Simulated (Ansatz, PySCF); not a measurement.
Noncovalent pair: AsH3 (SMILES [AsH3]) (first 4 atoms) with H2Se (SMILES [SeH2]); geometry from B3LYP-D3(BJ)/def2-TZVP, rigid monomers moved along the line of their centres of mass till As1···Se5 is 4.29 Å.
(charge 0, multiplicity 1):
```xyz
7

As    -0.18873    -0.11764    -0.35513
H     -0.15344    -0.09021    -1.88061
H      1.30997     0.13333    -0.25092
H     -0.50743     1.36942    -0.26977
Se    -0.01753    -0.58597     3.90306
H     -1.46134    -0.65454     3.64085
H     -0.24809    -0.07712     5.26490
```

Counterpoise-corrected where a basis set is named; no monomer relaxation.

Frozen-core correlation. Filled d and f shells under p-block atoms count as core. CBS(a, b) extrapolates the correlation energy as X⁻³ and adds the Hartree–Fock energy of set b.

Codes used: Ansatz (Gaussian orbitals); PySCF for the dispersion terms. Values without a source in brackets are computed.

PBE/def2-TZVPPD gives -2.5 kJ/mol for the interaction energy.

Q: How do the other levels lie against it? Give each less PBE: PBE-D3(BJ)/def2-TZVPPD, r2SCAN/def2-TZVPPD, B3LYP/def2-TZVPPD, wB97M-V/def2-TZVPPD, MP2/CBS(aug-cc-pVDZ, aug-cc-pVTZ), MP2/CBS(aug-cc-pVDZ, aug-cc-pVTZ) + ΔCCSD(T)/aug-cc-pVDZ.

A: PBE-D3(BJ)/def2-TZVPPD -2.7; r2SCAN/def2-TZVPPD -0.3; B3LYP/def2-TZVPPD 2.1; wB97M-V/def2-TZVPPD -1.4; MP2/CBS(aug-cc-pVDZ, aug-cc-pVTZ) -2.1; MP2/CBS(aug-cc-pVDZ, aug-cc-pVTZ) + ΔCCSD(T)/aug-cc-pVDZ -1.6 kJ/mol. 1 of 6 lie above PBE; the widest gap is to PBE-D3(BJ)/def2-TZVPPD.

Ansatz is a program for electronic structure.
